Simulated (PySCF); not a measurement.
Bromine: a sound run and one with changed settings

Sound run: Br [Ar] 3d10 4s2 4p5, Br⁺ [Ar] 3d10 4s2 4p4. Calculation: PySCF 2.14, in x2c-SVPall; scalar relativity by spin-free X2C-1e. In the sound run the correlated levels freeze [Ar] 3d10. The sound run starts from symmetry-adapted Hartree-Fock orbitals and uses a fine grid where one is needed.

Changed run: basis STO-3G, all-electron and non-relativistic. This setting is unsound on purpose.

| species | method | sound run (hartree) | changed run (hartree) | converged |
| --- | --- | --- | --- | --- |
| Br | UHF | -2603.95704 | -2544.63678 | yes |
| Br | r2SCAN | -2605.74416 | -2546.03430 | yes |
| Br | PBE | -2605.39899 | -2545.50138 | yes |
| Br | MP2 | -2604.05483 | -2544.63678 | yes |
| Br⁺ | UHF | -2603.56151 | -2544.32459 | yes |
| Br⁺ | r2SCAN | -2605.30753 | -2545.67508 | yes |
| Br⁺ | PBE | -2604.96754 | -2545.14680 | yes |
| Br⁺ | MP2 | -2603.63875 | -2544.32459 | yes |

Ionisation energy of Br:

```json
{"method": "UHF", "sound run (eV)": "10.763", "changed run (eV)": "8.495"}
{"method": "r2SCAN", "sound run (eV)": "11.881", "changed run (eV)": "9.775"}
{"method": "PBE", "sound run (eV)": "11.740", "changed run (eV)": "9.649"}
{"method": "MP2", "sound run (eV)": "11.322", "changed run (eV)": "8.495"}
{"method": "SCS-MP2", "sound run (eV)": "11.304", "changed run (eV)": "8.495"}
```

A minimal basis cannot let orbitals breathe on ionisation and holds almost no correlation. The Hamiltonian changed with the basis, so the totals do not compare.

For comparison, NIST gives 11.814 eV between the lowest levels.
